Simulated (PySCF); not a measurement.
Zr(O)2 cation (O2Zr), SMILES [O]=[Zr]=[O] (connectivity only; charge and spin as stated), charge +1, multiplicity 2.

Geometry optimised at PBE0-D3(BJ)/def2-TZVP. A frequency run showed that this geometry is not a minimum. The multiplicity is an assumed one; other spin states were not compared. The isomer is the one that the SMILES or the coordinates give; other isomers of the formula were not compared. The def2 effective core potentials stand for the cores of Zr; spin–orbit coupling is left out.

Level of theory: ωB97X/def2-TZVPD run with PySCF.

Isolated molecule, no solvent.

### Question
Estimate the frontier levels, dipole moment and polarisability. (Estimate from the structure and the level; the computed values follow.)

### Answer

```json
{
  "α spin, highest occupied and lowest empty level": "-18.04 and -6.41 eV",
  "β spin, highest occupied and lowest empty level": "-17.37 and -8.68 eV",
  "dipole_moment_about_the_centre_of_nuclear_charge": "7.16 D",
  "mean_static_polarisability": "37.0 bohr³ (5.49 Å³)",
  "polarisability_principal_values": "18.6, 29.5, 62.9 bohr³",
  "⟨S²⟩": "0.807 (pure state 0.75)"
}
```
